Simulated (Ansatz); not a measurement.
All numbers were calculated with Ansatz.

A structure relaxed at PBE0-D4/def2-TZVP, charge 0, multiplicity 1:

Cartesian coordinates in Å:
```
F 0.3115 0.5114 -2.1551
B 0.1049 1.2088 -1.0447
F 0.0590 2.5242 -1.1831
C -0.0700 0.5159 0.3098
C 0.6951 -0.7709 0.5732
C -0.7626 -0.8370 0.3494
H -0.2318 1.1504 1.1731
H 1.3502 -1.1301 -0.2105
H 1.0705 -0.9093 1.5789
H -1.4083 -1.0212 1.1983
H -1.1186 -1.2420 -0.5895
```

Give its formula and SMILES.

C3H5BF2, `FB(F)C1CC1`.

Point group (tolerance 0.08 Å, 0.16 Å for H)?

Cs.

Summarise the bond lengths by kind.

2 × B–F 1.323 to 1.327 Å; 1 × B–C 1.531 Å; 3 × C–C 1.476 to 1.520 Å; 5 × C–H 1.082 to 1.084 Å.
